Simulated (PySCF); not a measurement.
Si(H)(NHSiH3)(Cl)2 (Cl2H5NSi2), SMILES [SiH3]N[SiH](Cl)Cl.

Geometry: PBE-D3(BJ)/def2-SVP. The values are those of a single conformer.

Calculation: PBE-D3(BJ)/def2-SVP in PySCF 2.14.0.

Frequencies are harmonic and unscaled.

Computed harmonic wavenumbers and intensities:
```
mode  ν (cm⁻¹)  IR (km/mol)  Raman (Å⁴/amu)  depolarisation  moving atoms (share of kinetic energy)
----  --------  -----------  --------------  --------------  --------------------------------------
1           28          1.4             0.3            0.70        Cl 31 %, Si 27 %, H 22 %, N 20 %
2          108          2.0             0.3            0.71                Si 42 %, Cl 39 %, H 13 %
3          111          0.2             0.4            0.74                                  H 94 %
4          148          9.1             3.6            0.75                Cl 60 %, H 18 %, Si 15 %
5          218          2.3             4.5            0.56        Cl 46 %, H 26 %, Si 17 %, N 12 %
6          302         27.1             1.3            0.36        H 43 %, N 30 %, Si 17 %, Cl 10 %
7          339         34.1             3.2            0.74        N 35 %, Si 33 %, H 19 %, Cl 13 %
8          490         42.7            11.8            0.01                        Cl 47 %, Si 43 %
9          568         99.5             5.2            0.74                Si 54 %, Cl 34 %, H 11 %
10         614         11.3            10.5            0.63                 H 42 %, Si 42 %, N 11 %
11         680         21.0             9.9            0.70                                  H 86 %
12         695         13.5             7.4            0.56                   H 82 %, N 9 %, Si 8 %
13         797        180.1            16.5            0.60                 H 71 %, Si 15 %, N 14 %
14         827        237.6             7.3            0.38                 H 77 %, Si 13 %, N 10 %
15         902         68.6            24.3            0.75                                  H 96 %
16         906        334.0             8.3            0.70                 H 54 %, N 25 %, Si 21 %
17         923         11.9            16.9            0.75                                  H 89 %
18         965         71.1            12.5            0.75                  H 78 %, N 13 %, Si 9 %
19        1143        178.9             0.4            0.48                          H 63 %, N 33 %
20        2172         84.6           223.2            0.02                                  H 99 %
21        2176        109.3            79.4            0.66                                  H 96 %
22        2180        104.6           102.2            0.73                                  H 96 %
23        2220         97.1           181.4            0.18                                  H 97 %
24        3508         47.2            97.4            0.25                                  H 93 %
```
